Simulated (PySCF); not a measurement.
## Substituent effects on chemical shifts

Parent skeleton `[CH2:1]1[CH2:2][CH2:3][AlH:4][CH2:5]1`; one hydrogen on atom 3 is replaced by X. Hydrogens on one atom are averaged.

No relativistic terms, single conformer, isolated molecule. Structure optimised with PBE0-D3(BJ)/def2-SVP; NMR shieldings at PBE0/pcSseg-1/GIAO; PySCF 2.14.

Referencing at the same level of theory: 13C (σ = 184.41 ppm), 1H (σ = 31.27 ppm) against TMS; AlH4- for 27Al (σ = 489.28 ppm).

Parent (X = H): C1 30.2, C2 30.2, C3 12.3, Al4 251.6, C5 12.3, H(C1) 1.64, H(C2) 1.64, H(C3) 0.25, H(Al4) 5.85 ppm. Effects are Δδ = δ(X) − δ(H), positive for deshielding.

(1) Give Δδ (ppm) for X = ethynyl, cPr, CH3.

(2) Which position responds most, and to which substituents?

## Answers

(1) 
| X | SMILES | C1 | C2 | C3 | Al4 | C5 | H(C1) | H(C2) | H(C3) | H(Al4) |
| --- | --- | --- | --- | --- | --- | --- | --- | --- | --- | --- |
| ethynyl | C#C[C@H]1CC[CH2][AlH]1 | -1.6 | +7.6 | +3.5 | -21.6 | +0.3 | -0.05 | +0.20 | +0.85 | -0.21 |
| cPr | C1[CH2][AlH][C@@H](C2CC2)C1 | -1.3 | +7.2 | +25.8 | -7.1 | +1.4 | +0.06 | +0.04 | -1.18 | -0.01 |
| CH3 | C[C@@H]1CC[CH2][AlH]1 | -0.9 | +10.5 | +13.2 | -7.9 | +1.8 | +0.10 | -0.11 | -0.29 | -0.12 |

(2) C3: from +3.5 ppm with ethynyl to +25.8 ppm with cPr.
